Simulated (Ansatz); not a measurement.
Start from `FCCOCF` and change one atom or group to get `FCOCC(F)F`.

Ansatz, PBE0-D4/def2-TZVP geometries, multiplicity 1. Each molecule was computed in one conformer, which needn't be the lowest.

```
                                      property  `FCCOCF`
             LUMO energy (PBE/def2-TZVPP) / eV      0.61
           HOMO–LUMO gap (PBE/def2-TZVPP) / eV      7.61
size of the dipole moment (PBE/def2-TZVPP) / D      1.02
           LUMO energy (B3LYP/def2-TZVPP) / eV      1.06
       HOMO–LUMO gap (ωB97M-V/def2-TZVPP) / eV     13.95
           HOMO energy (B3LYP/def2-TZVPP) / eV     -8.41
```

Q: What does the change do to each property? (Estimate.)

A: The calculation gave: 
```tsv
property	`FCOCC(F)F`	shift
LUMO energy (PBE/def2-TZVPP) / eV	0.57	-0.04
HOMO–LUMO gap (PBE/def2-TZVPP) / eV	7.66	0.05
size of the dipole moment (PBE/def2-TZVPP) / D	0.95	-0.07
LUMO energy (B3LYP/def2-TZVPP) / eV	1.16	0.10
HOMO–LUMO gap (ωB97M-V/def2-TZVPP) / eV	14.21	0.26
HOMO energy (B3LYP/def2-TZVPP) / eV	-8.53	-0.12
```

With PBE0 the HOMO falls by 0.12 eV and the LUMO rises by 0.09 eV, so the gap widens by about 0.21 eV. PBE moves the HOMO by -0.09 eV and ωB97M-V by -0.10 eV. Dipoles are sizes alone; their direction can turn.

B3LYP here is the variant with VWN-RPA as its local correlation; programs differ in this.
